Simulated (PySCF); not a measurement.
## Static response to an electric field

Allyl methanesulfonate, C₄H₈O₃S.
Cartesian coordinates in Å at the PBE0-D3(BJ)/def2-SVP level; atoms count from 1:
```xyz
16
C4H8O3S angstrom
C      2.5638    0.3546    0.9105
C      1.8841   -0.5390    0.1932
C      0.8561   -0.1602   -0.8214
O     -0.4583   -0.6119   -0.4556
S     -1.1455    0.1358    0.8211
C     -2.8291   -0.0923    0.3259
O     -0.7942    1.5459    0.7671
O     -0.9036   -0.6355    2.0218
H      2.3881    1.4285    0.7930
H      3.3057    0.0468    1.6515
H      2.0415   -1.6123    0.3479
H      1.0369   -0.6562   -1.7861
H      0.8359    0.9298   -0.9777
H     -3.0097   -1.1682    0.2158
H     -2.9974    0.4443   -0.6146
H     -3.4457    0.3221    1.1339
```

Level: CAM-B3LYP/def2-SVPD (PySCF), static field, nuclei fixed, core orbitals frozen in the response. The polarisability tensor in these axes (au):

```
x   90.79  3.81  4.01
y    3.81 72.11  2.57
z    4.01  2.57 73.50
```

What are the eigenvalues, a third of the trace, and Δα (Δα² = ½Σ(αi − αj)² over the three pairs)?

Principal values 70.12, 73.71 and 92.57 au; mean 78.80 au = 11.68 Å³ = 12.99 × 10⁻⁴⁰ C²·m²/J; Δα = 20.89 au (27 % of the mean).

What is the dipole moment, and where does it point?

(-1.00, -0.72, -2.68) D, 2.94 D in size, pointing from the negative to the positive side. Measured along this direction, the outermost atoms are H10 at the negative end and H15 and H12 at the positive end.

Along which axes do the principal values lie, and how far do the nuclei extend along each?

Largest value along (0.95, 0.21, 0.23), where the nuclei span 6.59 Å; middle along (-0.30, 0.54, 0.79), 4.19 Å; least along (-0.04, 0.82, -0.57), 2.93 Å. The response follows the extents in order.

Refractivity n − 1 of an ideal gas of it at 273.15 K and 1 atm, from the electronic α?

N = p/kT = 2.6868 × 10¹⁹ cm⁻³, so n − 1 = 2π × N × 11.68 × 10⁻²⁴ cm³ = 1971 × 10⁻⁶ at long wavelengths.

What molar refraction does this α imply?

Lorentz–Lorenz: R = (4π/3)N_A α = 2.5225 cm³/(mol·Å³) × 11.68 Å³ = 29.5 cm³/mol, in the limit of long wavelengths.

Find the Langevin capture rate constant for H3+ (3.023 u) meeting this molecule (136.019 u), k = 2.342 × 10⁻⁹ cm³/s × √(α in Å³ / reduced mass in u).

The reduced mass is 2.96 u, so k = 4.65 × 10⁻⁹ cm³/s. The formula leaves out the permanent dipole, which adds to the capture rate.

The structure is a single PBE0-D3(BJ)/def2-SVP conformer in the gas phase; no vibrational or solvent corrections.
